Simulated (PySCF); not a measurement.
YF₂, SMILES [F][Y][F] (connectivity only; charge and spin as stated), neutral, multiplicity 2.

Coordinates come from a PBE0-D3(BJ)/def2-TZVP optimisation. The spin state was assumed, not searched. The isomer is the one that the SMILES or the coordinates give; other isomers of the formula were not compared. The def2 effective core potentials stand for the cores of Y; spin–orbit coupling is left out.

Calculation: ωB97X/def2-TZVPD (PySCF).

Gas-phase values at a fixed geometry.

Task: Estimate the frontier levels, dipole moment and polarisability. (The exact figures need the calculation; the answer reports its results.)

Result: 
```yaml
"α spin, highest occupied and lowest empty level": -6.40 and 0.00 eV
"β spin, highest occupied and lowest empty level": -13.29 and 0.33 eV
dipole_moment: 2.49 D
quadrupole, principal values (traceless, Buckingham form, about the centre of nuclear charge): -8.79, 0.64, 8.15 D·Å
mean_static_polarisability: 112.6 bohr³ (16.68 Å³)
polarisability_principal_values: 72.4, 110.5, 154.9 bohr³
"⟨S²⟩": 0.750 (pure state 0.75)
```
